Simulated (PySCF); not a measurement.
## HIrO: bending curve

These are results of UPBE0 in PySCF with Ir def2-TZVP with ECP60, O def2-TZVP, H def2-TZVP; scalar-relativistic core potentials, no spin–orbit coupling; density-fitted integrals, not measurements.

Rigid scan from the triplet minimum (Ir–H 1.561 Å, Ir–O 1.686 Å; H–Ir–O 101.4°). Coordinate: the O–Ir–H angle, bonds fixed. Energies in kJ/mol from the minimum.

```
bond angle (°)  E (kJ/mol)  dipole size (D)  ⟨S²⟩
            80        24.2             2.91  2.02
            90         6.6             2.85  2.02
           100         0.1             2.75  2.02
           110         3.5             2.63  2.02
           120        16.1             2.50  2.01
           130        36.6             2.33  2.01
           140        64.4             2.07  2.01
           150        99.0             1.69  2.01
           160       137.4             1.17  2.04
           170       170.8             0.54  2.18
           180       185.6             0.14  2.25
```

With the bonds held, the linear shape lies 185.6 kJ/mol from the minimum.

Spin contamination is strong at 180, so these points are less reliable.

With open d or f shells other occupations or spin states may lie lower. Spin–orbit coupling, left out here, can matter for elements this heavy.
